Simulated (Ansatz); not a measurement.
`C=C[N]([GeH3])[SiH2]Cl` + `N=C[SeH]` → `C=C[Se]C=N` + `Cl[SiH2][NH][GeH3]`  (substitution at a C–N bond)

Program: Ansatz. Geometries: PBE0-D4/def2-TZVP. ΔE: electronic, gas phase. CCSD(T)/CBS adds triple-zeta CCSD(T) − MP2 to the extrapolated MP2 energy (def2 sets, frozen cores). DFT in def2-TZVPP. For Ge, Se outer-core shells are correlated without core-valence functions, which leaves a few kJ/mol of doubt a bond. Scalar relativity is left out up to krypton. Each species was taken in one conformer, which may not be the lowest.

```tsv
species	PBE energy (Eh)
`C=C[N]([GeH3])[SiH2]Cl`	-2961.76464
`N=C[SeH]`	-2495.75197
`C=C[Se]C=N`	-2573.06961
`Cl[SiH2][NH][GeH3]`	-2884.45102
```

Q: Work out ΔE.

A: ΔE = (-2573.06961) + (-2884.45102) − (-2961.76464) − (-2495.75197) = -0.00402 Eh = -0.11 eV. CCSD(T)/CBS gives -0.08 eV.

Largest T1 diagnostic among the species: 0.012.

The D4 term adds +0.08 eV with B3LYP and +0.05 eV with PBE0; it sums over pairs of atoms, weighted by their polarisabilities, and B3LYP, whose exchange is more repulsive, gets the larger term.

B3LYP here is the variant with VWN-RPA as its local correlation; programs differ in this.
